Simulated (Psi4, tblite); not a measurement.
Approach curve of the dimer H3N ··· HF (SMILES N and F). Monomers: optimised at B3LYP-D3(BJ) (def2-TZVP), held rigid. Orientation: lowest of the rigid-body minima from ten starts at GFN2-xTB. The monomers approach along the line of their centres of mass (distance R); nothing else relaxes.

Methods: PBE-D3(BJ)/def2-TZVP, counterpoise-corrected (Psi4); GFN2-xTB (tblite); CCSD(T)/aug-cc-pVDZ = DF-CCSD(T)/aug-cc-pVDZ, frozen core, counterpoise-corrected (Psi4).

Interaction energies in kcal/mol:

| R / Å | PBE-D3(BJ)/def2-TZVP | GFN2-xTB |
|---|---|---|
| 2.39 | -9.09 | -10.45 |
| 2.57 | -12.83 | -12.42 |
| 2.79 | -13.10 | -11.10 |
| 2.98 | -11.90 | -9.18 |
| 3.25 | -9.65 | -6.77 |
| 3.61 | -6.86 | -4.66 |
| 4.09 | -4.21 | -3.07 |
| 4.78 | -2.16 | -1.86 |
| 5.78 | -0.97 | -1.00 |
| 7.04 | -0.46 | -0.53 |

### Question
Estimate the CCSD(T)/aug-cc-pVDZ values at these points.

### Answer
2.39: -5.67; 2.57: -10.06; 2.79: -10.91; 2.98: -10.02; 3.25: -8.11; 3.61: -5.72; 4.09: -3.52; 4.78: -1.86; 5.78: -0.88; 7.04: -0.43 (kcal/mol).
